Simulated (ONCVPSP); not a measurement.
## Varying the ONCV potential for bromine

Base potential:

ONCVPSP 4.0.1 input, shortened (lines: element, Z, core and valence counts, functional; n l f; lmax; l rc ep ncon nbas qcut; lloc lpopt rc5 dvloc0; l nproj debl; icmod fcfact rcfact), PW91, scalar-relativistic:

```
  Br 35.00    3    5  -109134      upf
    1    0    2.00
    2    0    2.00
    2    1    6.00
    3    0    2.00
    3    1    6.00
    3    2   10.00
    4    0    2.00
    4    1    4.50
    2
    0    0.80    0.00    4    7   12.40
    1    0.95    0.00    4    8   17.80
    2    0.95    0.00    5   10   14.00
    4    5    0.75    0.00
    0    2    1.20
    1    2    3.10
    2    2    2.90
    3    2.00    1.10
```

Cutoffs, loose and tight: the cutoffs (Ha) at which the residual kinetic energy of the hardest occupied pseudo-wave falls to 1 and 0.1 mHa per electron. They do not see the model core or the augmentation charge, which bear on the density cutoff. Test errors are all-electron minus pseudo excitation energies from the reference, over the configurations 3s2 3p6 3d10 4s2 4p5; 3s2 3p6 3d10 4s2 4p4; 3s2 3p6 3d10 4s2 4p3; 3s2 3p6 3d9 4s2 4p6. A dash means not determined; rows that change the core or the reference have their own tests.

```csv
change,outcome,"cutoff, loose","cutoff, tight",bound ghosts,GHOST(+) flags above zero,largest test error (meV)
base,generated,187 Ha,407 Ha,none,none,+266
"core correction Teter function, fcfact 1.5, rcfact 1.1",generated,187 Ha,407 Ha,none,none,+267
"core correction Teter function, fcfact 1.9, rcfact 1.1",generated,187 Ha,407 Ha,none,none,+266
"core correction Teter function, fcfact 2.6, rcfact 1.1",generated,187 Ha,407 Ha,none,none,+264
"core correction Teter function, fcfact 3.5, rcfact 1.1",generated,187 Ha,407 Ha,none,none,+264
"core correction Teter function, fcfact 4.1, rcfact 1.1",generated,187 Ha,407 Ha,none,none,+264
"core correction Teter function, fcfact 5.1, rcfact 1.1",generated,187 Ha,407 Ha,none,none,+265
"core correction Teter function, fcfact 5.5, rcfact 1.1",generated,187 Ha,407 Ha,none,none,+265
"core correction Teter function, fcfact 6.4, rcfact 1.1",generated,187 Ha,407 Ha,none,none,+266
"core correction Teter function, fcfact 7, rcfact 1.1",generated,187 Ha,407 Ha,none,none,+266
"core correction Teter function, fcfact 7.8, rcfact 1.1",generated,187 Ha,407 Ha,none,none,+267
```

Reading the sweep of the fcfact (base included, trends over the rows without a ghost): The loose cutoff stays near 187 Ha. The median size of the test errors (rows with all tests solved) stays near 2.0 meV.
